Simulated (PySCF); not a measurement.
C2H6ClGe, doublet, geometry from GFN2-xTB; R2SCAN/STO-3G (PySCF).

PySCF was given this input:
```python
from pyscf import gto, scf, dft

mol = gto.Mole()
mol.atom = '''
    C    -1.46227593   -1.38567636   -0.24122926
    Ge    0.02346958   -0.18135771    0.51114402
    C     1.79175284   -0.92385091   -0.22761516
    Cl   -0.22727828    1.62377093   -0.66284067
    H    -2.44170759   -0.97316624   -0.02411314
    H    -1.38775922   -2.38226495    0.17966092
    H    -1.31797432   -1.42742709   -1.31689746
    H     1.65992525   -1.03916426   -1.29954464
    H     2.60837650   -0.23618025   -0.03579624
    H     2.01498204   -1.88529291    0.22143958
'''
mol.basis = 'sto-3g'
mol.spin = 1
mol.verbose = 4
mol.build()

mf = dft.UKS(mol)
mf.xc = 'r2scan'
mf.kernel()
mf.analyze()
```

Write the output that PySCF gives for this input, abridged.


```
PySCF version 2.14.0

[INPUT] verbose = 4
[INPUT] num. atoms = 10
[INPUT] num. electrons = 67
[INPUT] charge = 0
[INPUT] spin (= nelec alpha-beta = 2S) = 1
[INPUT] symmetry False subgroup None
[INPUT] Mole.unit = angstrom
[INPUT] Symbol           X                Y                Z      unit          X                Y                Z       unit  Magmom
[INPUT]  1 C     -1.462275930000  -1.385676360000  -0.241229260000 AA   -2.763301026244  -2.618548817684  -0.455857234631 Bohr   0.0
[INPUT]  2 Ge     0.023469580000  -0.181357710000   0.511144020000 AA    0.044351078459  -0.342716402478   0.965922208009 Bohr   0.0
[INPUT]  3 C      1.791752840000  -0.923850910000  -0.227615160000 AA    3.385922150512  -1.745825199830  -0.430130314199 Bohr   0.0
[INPUT]  4 Cl    -0.227278280000   1.623770930000  -0.662840670000 AA   -0.429493703262   3.068482346730  -1.252587330523 Bohr   0.0
[INPUT]  5 H     -2.441707590000  -0.973166240000  -0.024113140000 AA   -4.614158621372  -1.839017667273  -0.045567230603 Bohr   0.0
[INPUT]  6 H     -1.387759220000  -2.382264950000   0.179660920000 AA   -2.622484852640  -4.501828311651   0.339509934087 Bohr   0.0
[INPUT]  7 H     -1.317974320000  -1.427427090000  -1.316897460000 AA   -2.490610504010  -2.697446262885  -2.488575533535 Bohr   0.0
[INPUT]  8 H      1.659925250000  -1.039164260000  -1.299544640000 AA    3.136804109750  -1.963735849836  -2.455783456246 Bohr   0.0
[INPUT]  9 H      2.608376500000  -0.236180250000  -0.035796240000 AA    4.929117214752  -0.446315988531  -0.067645089889 Bohr   0.0
[INPUT] 10 H      2.014982040000  -1.885292910000   0.221439580000 AA    3.807764201517  -3.562687264484   0.418460159339 Bohr   0.0

nuclear repulsion = 349.731882264397
number of shells = 25
number of NR pGTOs = 129
number of NR cGTOs = 43
basis = sto-3g
ecp = {}

******** <class 'pyscf.dft.uks.UKS'> ********
method = UKS
initial guess = minao
damping factor = 0
level_shift factor = 0
DIIS = <class 'pyscf.scf.diis.CDIIS'>
diis_start_cycle = 1
diis_space = 8
diis_damp = 0
SCF conv_tol = 1e-09
SCF conv_tol_grad = None
SCF max_cycles = 50
direct_scf = True
direct_scf_tol = 1e-13
number electrons alpha = 34  beta = 33
XC library pyscf.dft.libxc version 7.1.2
    S. Lehtola, C. Steigemann, M. J. T. Oliveira, and M. A. L. Marques,  SoftwareX 7, 1–5 (2018)
XC functionals = r2scan
    J. W. Furness, A. D. Kaplan, J. Ning, J. P. Perdew, and J. Sun,  J. Phys. Chem. Lett. 11, 8208–8215 (2020)
    J. W. Furness, A. D. Kaplan, J. Ning, J. P. Perdew, and J. Sun,  J. Phys. Chem. Lett. 11, 9248–9248 (2020)
    J. W. Furness, A. D. Kaplan, J. Ning, J. P. Perdew, and J. Sun,  J. Phys. Chem. Lett. 11, 8208–8215 (2020)
    J. W. Furness, A. D. Kaplan, J. Ning, J. P. Perdew, and J. Sun,  J. Phys. Chem. Lett. 11, 9248–9248 (2020)
radial grids:
    Treutler-Ahlrichs [JCP 102, 346 (1995); DOI:10.1063/1.469408] (M4) radial grids

becke partition: Becke, JCP 88, 2547 (1988); DOI:10.1063/1.454033
pruning grids: <function nwchem_prune>
grids dens level: 3
symmetrized grids: False
atomic radii adjust function: <function treutler_atomic_radii_adjust>
small_rho_cutoff = 0
Set gradient conv threshold to 3.16228e-05
tot grids = 126608
init E= -2584.46188337721

cycle= 1 E= -2587.08049580603  delta_E= -2.62  |g|= 0.286  |ddm|= 2.59
cycle= 2 E= -2586.42456761887  delta_E= 0.656  |g|= 0.881  |ddm|= 1.99
cycle= 3 E= -2587.14650664177  delta_E= -0.722  |g|= 0.114  |ddm|= 1.85
cycle= 4 E= -2587.15616574633  delta_E= -0.00966  |g|= 0.0374  |ddm|= 0.248
cycle= 5 E= -2587.157205262  delta_E= -0.00104  |g|= 0.0128  |ddm|= 0.105
cycle= 6 E= -2587.1573488014  delta_E= -0.000144  |g|= 0.0017  |ddm|= 0.0279
cycle= 7 E= -2587.15735211534  delta_E= -3.31e-06  |g|= 0.000844  |ddm|= 0.00736
cycle= 8 E= -2587.15735302867  delta_E= -9.13e-07  |g|= 8.65e-05  |ddm|= 0.00258
cycle= 9 E= -2587.15735304406  delta_E= -1.54e-08  |g|= 2.25e-05  |ddm|= 0.000442
cycle= 10 E= -2587.15735304494  delta_E= -8.79e-10  |g|= 4.61e-06  |ddm|= 9e-05
Extra cycle  E= -2587.15735304498  delta_E= -3.82e-11  |g|= 2.89e-06  |ddm|= 2.1e-05
converged SCF energy = -2587.15735304498  <S^2> = 0.75120456  2S+1 = 2.0012042
**** SCF Summaries ****
Total Energy =                       -2587.157353044982301
Nuclear Repulsion Energy =             349.731882264397370
One-electron Energy =                -4312.075635398727172
Two-electron Energy =                 1375.186400089347444
Two-electron Coulomb Energy =         1496.341375616975711
DFT Exchange-Correlation Energy =     -121.154975527628238
**** MO energy ****
                             alpha | beta                alpha | beta
MO #1   energy= -393.538729564292  | -393.53765564938   occ= 1 | 1
MO #2   energy= -100.026983938132  | -100.026353103816  occ= 1 | 1
MO #3   energy= -47.7893635515804  | -47.7878601985877  occ= 1 | 1
MO #4   energy= -43.4205366305419  | -43.4181313156864  occ= 1 | 1
MO #5   energy= -43.4163977926325  | -43.4148802926855  occ= 1 | 1
MO #6   energy= -43.4159682999971  | -43.4148769687973  occ= 1 | 1
MO #7   energy= -9.83855793894881  | -9.83739818671447  occ= 1 | 1
MO #8   energy= -9.83845041778936  | -9.83729161449976  occ= 1 | 1
MO #9   energy= -9.09573377275822  | -9.09522855792412  occ= 1 | 1
MO #10  energy= -6.8587031183453   | -6.85797980257937  occ= 1 | 1
MO #11  energy= -6.84668936978272  | -6.84527457337768  occ= 1 | 1
MO #12  energy= -6.84485521650789  | -6.84447176307993  occ= 1 | 1
MO #13  energy= -5.49033556184048  | -5.48656805894704  occ= 1 | 1
MO #14  energy= -3.70417017152937  | -3.69751289118859  occ= 1 | 1
MO #15  energy= -3.69468214830804  | -3.69112199942328  occ= 1 | 1
MO #16  energy= -3.69331496618741  | -3.69029461463483  occ= 1 | 1
MO #17  energy= -0.698862910368868 | -0.694347674490928 occ= 1 | 1
MO #18  energy= -0.636713293317167 | -0.632158732113806 occ= 1 | 1
MO #19  energy= -0.624300279813245 | -0.620540496302044 occ= 1 | 1
MO #20  energy= -0.39813561278138  | -0.38025041689295  occ= 1 | 1
MO #21  energy= -0.35456841877077  | -0.348959216009002 occ= 1 | 1
MO #22  energy= -0.350303121234138 | -0.348533749501137 occ= 1 | 1
MO #23  energy= -0.34177804895413  | -0.340293434877019 occ= 1 | 1
MO #24  energy= -0.338600603815003 | -0.336052794739909 occ= 1 | 1
MO #25  energy= -0.271373953323191 | -0.264178982569187 occ= 1 | 1
MO #26  energy= -0.256130604360366 | -0.24669218902895  occ= 1 | 1
MO #27  energy= -0.220319641526882 | -0.207520199466757 occ= 1 | 1
MO #28  energy= -0.196030836425098 | -0.192271392375248 occ= 1 | 1
MO #29  energy= -0.143503932902546 | -0.123028219226699 occ= 1 | 1
MO #30  energy= -0.126175364143452 | -0.12267944165206  occ= 1 | 1
MO #31  energy= -0.125727918729429 | -0.121147978402336 occ= 1 | 1
MO #32  energy= -0.121469987791953 | -0.117535884007109 occ= 1 | 1
MO #33  energy= -0.116854031994052 | -0.109519240368237 occ= 1 | 1
MO #34  energy= -0.113680059388444 | -0.060272954436718 occ= 1 | 0
MO #35  energy= 0.129867248630115  | 0.152345732671409  occ= 0 | 0
MO #36  energy= 0.210553444941403  | 0.234035334017493  occ= 0 | 0
MO #37  energy= 0.212390000859168  | 0.238260502831277  occ= 0 | 0
MO #38  energy= 0.436316765024394  | 0.44110675863657   occ= 0 | 0
MO #39  energy= 0.439003044179303  | 0.441601085402034  occ= 0 | 0
MO #40  energy= 0.443708615950079  | 0.446703515178092  occ= 0 | 0
MO #41  energy= 0.444289435381061  | 0.447719670264055  occ= 0 | 0
MO #42  energy= 0.452575677074768  | 0.454865740205032  occ= 0 | 0

To work with the spin densities directly, `use mulliken_meta_spin()` only printing them here.

 ** Mulliken spin pop alpha/beta on meta-lowdin orthogonal AOs **
 ** Mulliken Spin Density (per AO)  **
spin_pop of  0 C 1s       -0.00000
spin_pop of  0 C 2s        0.00852
spin_pop of  0 C 2px       0.02203
spin_pop of  0 C 2py       0.02136
spin_pop of  0 C 2pz       0.01877
spin_pop of  1 Ge 1s        0.00000
spin_pop of  1 Ge 2s        0.00001
spin_pop of  1 Ge 3s        0.00000
spin_pop of  1 Ge 4s        0.16223
spin_pop of  1 Ge 2px       0.00000
spin_pop of  1 Ge 2py       0.00000
spin_pop of  1 Ge 2pz       0.00000
spin_pop of  1 Ge 3px      -0.00003
spin_pop of  1 Ge 3py       0.00003
spin_pop of  1 Ge 3pz       0.00041
spin_pop of  1 Ge 4px       0.01148
spin_pop of  1 Ge 4py       0.05842
spin_pop of  1 Ge 4pz       0.48472
spin_pop of  1 Ge 3dxy     -0.00199
spin_pop of  1 Ge 3dyz     -0.00203
spin_pop of  1 Ge 3dz^2     0.04120
spin_pop of  1 Ge 3dxz     -0.00167
spin_pop of  1 Ge 3dx2-y2    0.00215
spin_pop of  2 C 1s       -0.00000
spin_pop of  2 C 2s        0.00851
spin_pop of  2 C 2px       0.03264
spin_pop of  2 C 2py       0.01108
spin_pop of  2 C 2pz       0.01846
spin_pop of  3 Cl 1s        0.00000
spin_pop of  3 Cl 2s        0.00000
spin_pop of  3 Cl 3s        0.00133
spin_pop of  3 Cl 2px      -0.00000
spin_pop of  3 Cl 2py      -0.00001
spin_pop of  3 Cl 2pz       0.00004
spin_pop of  3 Cl 3px      -0.00103
spin_pop of  3 Cl 3py      -0.01345
spin_pop of  3 Cl 3pz       0.10474
spin_pop of  4 H 1s       -0.00266
spin_pop of  5 H 1s       -0.00276
spin_pop of  6 H 1s        0.01147
spin_pop of  7 H 1s        0.01159
spin_pop of  8 H 1s       -0.00274
spin_pop of  9 H 1s       -0.00282
 ** Mulliken Spin Density (per atom)  **
spin density of  0 C =      0.07068
spin density of  1 Ge =      0.75493
spin density of  2 C =      0.07068
spin density of  3 Cl =      0.09163
spin density of  4 H =     -0.00266
spin density of  5 H =     -0.00276
spin density of  6 H =      0.01147
spin density of  7 H =      0.01159
spin density of  8 H =     -0.00274
spin density of  9 H =     -0.00282
 ** Mulliken pop alpha/beta on meta-lowdin orthogonal AOs **
 ** Mulliken pop       alpha | beta **
In total            34.00000 | 33.00000
 ** Mulliken atomic charges   ( Nelec_alpha | Nelec_beta ) **
charge of  0C =     -0.24724  (     3.15896      3.08828 )
charge of  1Ge =      0.42861  (    16.16316     15.40823 )
charge of  2C =     -0.24721  (     3.15895      3.08827 )
charge of  3Cl =     -0.26026  (     8.67594      8.58431 )
charge of  4H =      0.05472  (     0.47131      0.47397 )
charge of  5H =      0.05178  (     0.47273      0.47549 )
charge of  6H =      0.05655  (     0.47746      0.46599 )
charge of  7H =      0.05642  (     0.47759      0.46599 )
charge of  8H =      0.05485  (     0.47121      0.47395 )
charge of  9H =      0.05178  (     0.47270      0.47552 )
Dipole moment(X, Y, Z, Debye):  0.32310, -2.31879,  1.25277
```
